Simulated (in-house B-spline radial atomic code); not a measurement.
Binding energies in neutral copper

NIST's tabulated ground configuration is [Ar] 3d10 4s1; each binding energy is the energy of the ion with one electron taken from that subshell, relaxed, less that of the parent. Level of theory: Dirac-Kohn-Sham PBE0, spherical fractional occupations, Fermi nucleus of rms radius 3.8823 fm; calculated with a radial B-spline atomic code at the basis-set limit. Energies include first-order Breit, QED and recoil terms.

Caution: exact exchange at fractional occupations of open shells leaves self-interaction of up to several eV.

```csv
subshell,X-ray name,binding energy (eV),-ε (eV),relaxation (eV)
1s,K,9033.2,8899.6,-147.7
2s,L1,1096.4,1080.2,-17.4
2p1/2,L2,966.5,945.1,-22.7
2p3/2,L3,949.2,924.5,-25.6
3s,M1,127,121.3,-5.9
3p1/2,M2,84.66,78.97,-5.82
3p3/2,M3,83.01,76.33,-6.74
3d5/2,M5,13.5,7.10,-6.38
3d3/2,M4,13.49,7.40,-6.10
4s,N1,7.28,4.31,-2.99
```

Relaxation = -ε minus the binding energy without Breit, QED and recoil terms. With a density functional, K lines can miss by some tenths of a per cent, more in light atoms. For a density functional the relaxation so defined is negative, because -ε of a Kohn-Sham level is smaller than the binding energy.

Emission lines follow as differences of binding energies, with λ = 12398.42 eV·Å / E:

```
 line          holes  energy (eV)  wavelength (Å)
 K-L3     1s → 2p3/2       8084.0          1.5337
 K-L2     1s → 2p1/2       8066.7           1.537
 K-M3     1s → 3p3/2       8950.2          1.3853
L3-M5  2p3/2 → 3d5/2        935.7           13.25
L2-M4  2p1/2 → 3d3/2        953.0           13.01
L1-M3     2s → 3p3/2       1013.4          12.235
L3-M1     2p3/2 → 3s        822.2           15.08
```

(1) What screening constant σ does Moseley's law, E = (3/4)·13.6057 eV·(Z - σ)², need for K-L3?

(2) What does it cost to remove both a 3p3/2 and a 3p1/2 electron?

(3) What does it cost to remove both a 2p1/2 and a 3s electron?

(4) What does it cost to remove both a 3s and a 3p3/2 electron?

Answers

(1) σ = 0.85.

(2) 185.72 eV, which is 18.05 eV more than the two single binding energies together.

(3) 1114 eV, which is 20.44 eV more than the two single binding energies together.

(4) 227.72 eV, which is 17.69 eV more than the two single binding energies together.
